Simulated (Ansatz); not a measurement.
The dipole moment down a group: C to Sn

Gas-phase molecules, one atom swapped for its congeners: CH2I2 (diiodomethane) `ICI`; GeH2I2 `[I][GeH2][I]`; SnH2I2 `[I][SnH2][I]`. The Si member is missing. All are singlets with charge 0.

Shapes, held fixed at every level: PBE0-D4/def2-TZVP. Programs: Ansatz 0.2.0. Values in D.

(1) How should the dipole moment change along the series?

Results:

(1) At wB97M-V/def2-TZVPP the dipole moment rises at every step, from 1.14 to 1.71 D. 2 of 4 levels show this order throughout; 2 agree on the largest and the smallest. For atoms past krypton def2 sets carry core potentials with scalar relativity. Relativity is left out for Ge.

```csv
level,CH2I2,GeH2I2,SnH2I2
PBE-D4/def2-TZVPP,1.12,1.11,1.51
r2SCAN-D4/def2-TZVPP,1.21,1.19,1.63
B3LYP-D4/def2-TZVPP,1.15,1.18,1.60
wB97M-V/def2-TZVPP,1.14,1.27,1.71
```
